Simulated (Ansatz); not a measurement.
Isolated molecules relaxed with PBE0-D4/def2-TZVP in Ansatz; ΔE leaves out vibrations. CBS: MP2 limit from def2 TZ/QZ plus the TZ coupled-cluster correction, frozen cores. This one scheme is used for every species. DFT in def2-TZVPP. HSE06 is defined as in plane-wave codes. Each species was taken in one conformer, which may not be the lowest.

Consider the hydrogenolysis of the Si–Cl bond: `O[Si]([SiH3])(Cl)Cl` + H₂ → `O[SiH]([SiH3])Cl` + HCl.

```
          level  ΔE (kJ/mol)
     r2SCAN0-D4         93.5
         revPBE         82.6
          HSE06         84.3
CCSD/def2-TZVPP         79.5
```

(1) What does CCSD(T)/CBS give? (An estimate is asked.)

Largest T1 diagnostic among the species: 0.012.

Results:

(1) The calculation gave: +90.1 kJ/mol. The listed levels differ from it by 3.4, -7.5, -5.8, -10.6 kJ/mol.

The D4 term adds +11.4 kJ/mol with B3LYP and +6.1 kJ/mol with PBE0; it sums over pairs of atoms, weighted by their polarisabilities, and B3LYP, whose exchange is more repulsive, gets the larger term. From r2SCAN to r2SCAN0 (25 % exact exchange), in def2-TZVPP and without D4, ΔE moves by −3.2 kJ/mol. At CCSD(T), def2-SVP lies −15.2 kJ/mol from the extrapolated value and def2-TZVPP −6.0 kJ/mol.

B3LYP here is the variant with VWN-RPA as its local correlation; programs differ in this.
